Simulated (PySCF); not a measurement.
**Correlation energy of In (indium, neutral)**

[Kr] 4d10 5s2 5p1, 2P determinant. Computed with PySCF 2.14 in cc-pVTZ-PP with ECP28MDF, with scalar relativity through the core potential. Frozen: 4s2 4p6 4d10; 3 electrons correlated.

MP2 pair energies summed by pair of shells (mhartree):

```
 pair  energy  share (%)
5s-5s  -17.59       58.8
5s-5p  -12.31       41.2
```

Total MP2 correlation energy: -29.91 mhartree.

Same-spin part -2.22 and opposite-spin part -27.68 mhartree; SCS-MP2 scales them by 1/3 and 6/5 to -33.96 mhartree.

| level | correlation energy (mhartree) |
| --- | --- |
| CCSD | -41.45 |
| (T) | -0.75 |
| CCSD(T) | -42.20 |

Diagnostics: T1 = 0.013, D1 = 0.0311, largest double amplitude 0.082.

Problem. Is a single reference adequate?

Solution. Mostly. T1 lies below 0.03, but a double amplitude of this size points to a near-degeneracy that CCSD handles and MP2 describes poorly.
